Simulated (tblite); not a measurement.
C6H7F2N.
Atom-mapped SMILES: `[N:1]#[C:2][C@@:3]1([F:4])[CH2:5][CH2:6][C@@H:7]([F:8])[CH2:9]1` (hydrogens: H10, H11 on C5; H12, H13 on C6; H14 on C7; H15, H16 on C9)

Computed with GFN2-xTB (tblite), gas phase: Langevin dynamics at 600 K from the optimised GFN2-xTB geometry, time step 0.5 fs, friction 0.01 fs⁻¹, 2000 steps.

Start geometry:
```
atom  x, y, z in Å
N1     -2.283    2.455   -0.580
C2     -1.544    1.720   -0.115
C3     -0.599    0.772    0.448
F4     -0.529    0.985    1.822
C5     -1.009   -0.685    0.190
C6      0.320   -1.437    0.241
C7      1.290   -0.500   -0.475
F8      1.208   -0.711   -1.839
C9      0.813    0.921   -0.154
H10    -1.455   -0.764   -0.802
H11    -1.727   -1.024    0.935
H12     0.271   -2.407   -0.251
H13     0.643   -1.572    1.273
H14     2.339   -0.672   -0.215
H15     0.793    1.521   -1.064
H16     1.461    1.408    0.574
```

The statistics below take the 31 frames saved every 25 fs from 250 to 1000 fs; their kinetic temperature (all 3N coordinates) averages 670 K.

Task: Give the mean, spread and extremes of the bond lengths.

Result: 
```
  bond  start (Å)  mean (Å)  standard deviation (Å)  shortest (Å)  longest (Å)
 N1≡C2      1.142     1.144                   0.026         1.090        1.196
 C2–C3      1.452     1.464                   0.036         1.400        1.542
 C3–F4      1.392     1.399                   0.057         1.296        1.497
 C3–C5      1.535     1.552                   0.039         1.486        1.632
 C5–C6      1.527     1.551                   0.053         1.485        1.680
 C6–C7      1.527     1.536                   0.053         1.434        1.658
 C7–F8      1.382     1.393                   0.049         1.289        1.506
 C7–C9      1.534     1.532                   0.047         1.452        1.623
 C3–C9      1.542     1.548                   0.053         1.401        1.623
C5–H10      1.091     1.094                   0.031         1.040        1.177
C5–H11      1.089     1.101                   0.049         1.004        1.196
C6–H12      1.088     1.091                   0.035         1.033        1.170
C6–H13      1.090     1.101                   0.037         1.020        1.187
C7–H14      1.094     1.101                   0.038         1.007        1.173
C9–H15      1.090     1.099                   0.041         1.018        1.193
C9–H16      1.089     1.103                   0.037         1.032        1.217
```

Task: How far does each atom move about its mean position (frames aligned on the start, all atoms weighted alike), and what rms force does it feel?

Result: 
```
atom  rms displacement (Å)  rms force (eV/Å)
  N1                  0.36              3.35
  C2                  0.19              3.79
  C3                  0.10              2.48
  F4                  0.20              1.61
  C5                  0.12              2.66
  C6                  0.09              2.33
  C7                  0.11              2.79
  F8                  0.22              1.41
  C9                  0.12              2.90
 H10                  0.29              1.21
 H11                  0.29              1.65
 H12                  0.23              1.21
 H13                  0.23              1.28
 H14                  0.20              1.35
 H15                  0.24              1.39
 H16                  0.24              1.26
```

The displacements run from 0.09 to 0.36 Å, the largest at N1.

The run is classical and short, so these are rough statistics of one trajectory.

What follows is the cost of the whole dynamics run. Hardware: one thread of an INTEL XEON PLATINUM 8581C at 2.10 GHz, no GPU, shared host. Cost: 12 s, 0.18 GiB resident at most.
